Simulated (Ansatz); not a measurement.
Start from `[AlH2][GeH3]` and change one element to get `[CH3][AlH2]`.

Ansatz, PBE0-D4/def2-TZVP geometries, multiplicity 1. 

Scalar relativity is left out up to krypton.

```tsv
property	`[AlH2][GeH3]`
HOMO–LUMO gap (ωB97M-V/def2-TZVPP) / eV	9.16
HOMO energy (PBE0/def2-TZVPP) / eV	-7.61
size of the dipole moment (ωB97M-V/def2-TZVPP) / D	0.48
size of the dipole moment (PBE/def2-TZVPP) / D	0.35
size of the dipole moment (B3LYP/def2-TZVPP) / D	0.44
HOMO–LUMO gap (PBE0/def2-TZVPP) / eV	5.52
```

(1) What does the change do to each property? (An estimate is asked.)

Results:

(1) Ansatz gave: 
```csv
property,`[CH3][AlH2]`,shift
HOMO–LUMO gap (ωB97M-V/def2-TZVPP) / eV,10.61,1.45
HOMO energy (PBE0/def2-TZVPP) / eV,-8.09,-0.48
size of the dipole moment (ωB97M-V/def2-TZVPP) / D,0.75,0.27
size of the dipole moment (PBE/def2-TZVPP) / D,0.80,0.45
size of the dipole moment (B3LYP/def2-TZVPP) / D,0.74,0.30
HOMO–LUMO gap (PBE0/def2-TZVPP) / eV,6.80,1.28
```

With PBE0 the HOMO falls by 0.48 eV and the LUMO rises by 0.80 eV, so the gap widens by about 1.28 eV. PBE moves the HOMO by -0.27 eV and ωB97M-V by -0.72 eV. Dipoles are sizes alone; their direction can turn.

B3LYP here is the variant with VWN-RPA as its local correlation; programs differ in this.
